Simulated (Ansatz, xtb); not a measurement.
**CH3CuSi: which of two structures lies lower**

We compare I, `C=[SiH][Cu]`, a singlet, with II, a singlet given by its coordinates. Both are isolated molecules in the gas phase, relaxed with r2SCAN-D4/def2-TZVP.

I (Å):

```xyz
6

C    -0.3742   -0.5727   -0.8567
Cu   -0.0924    1.7071    1.7519
Si    0.0201   -0.2558    0.7852
H    -0.7133    0.1958   -1.5417
H    -0.2982   -1.5701   -1.2799
H     0.4689   -1.4361    1.5790
```

II (Å):

```yaml
atoms:
  - { symbol: C, position_ang: [-0.5452, 0.6168, 1.3070] }
  - { symbol: Cu, position_ang: [-0.4753, -0.7720, -0.2019] }
  - { symbol: Si, position_ang: [0.5402, 1.2928, 0.1029] }
  - { symbol: H, position_ang: [-1.5225, 1.0933, 1.4480] }
  - { symbol: H, position_ang: [-0.2583, -1.8674, -1.2282] }
  - { symbol: H, position_ang: [-0.2776, -0.0004, 2.1685] }
```

Close contacts (Å): C1–Cu2 2.05, C1–Si3 1.76, Cu2–Si3 2.32, C1–H4 1.10, C1–H6 1.09, Cu2–H5 1.52.

Task: Estimate which is lower in electronic energy at CCSD(T)/def2-TZVP, and by roughly how much.

Result: The CCSD(T)/def2-TZVP calculation puts structure I lower, by 75.7 kJ/mol.

The same difference at several levels:

```tsv
level	geometry	E(II) − E(I) (kJ/mol)	departure from the last row (kJ/mol)	job, with rough time for the two
r2SCAN-D4/def2-TZVP	r2SCAN-D4/def2-TZVP	+52.0	−23.7	optimisation, 83 s
HF/def2-TZVP	r2SCAN-D4/def2-TZVP	+145.8	+70.1	part of the CCSD(T) run
MP2/def2-TZVP	r2SCAN-D4/def2-TZVP	+46.4	−29.3	part of the CCSD(T) run
CCSD(T)/def2-TZVP	r2SCAN-D4/def2-TZVP	+75.7		single point, 57 s
```

The levels shown agree on the order. The largest departure from CCSD(T)/def2-TZVP is that of HF/def2-TZVP, 70.1 kJ/mol. Levels run at GFN2-xTB geometries aren't shown.

With harmonic frequencies from r2SCAN-D4/def2-TZVP (ideal gas, rigid rotor, one conformer each, 298.15 K, 1 atm): the zero-point term adds −8.6 kJ/mol; ΔH is +68.5 and ΔG +66.3 kJ/mol.

The T1 diagnostic of structures I and II is large, so the coupled-cluster value is less sure. The correlated steps freeze 11 core orbitals; the last core shell of Cu is correlated, in a basis made for valence electrons. Mirror images aren't counted in ΔG. Run with Ansatz 0.2.0; the last row on 2 threads of Arm Neoverse V2 on a shared host.
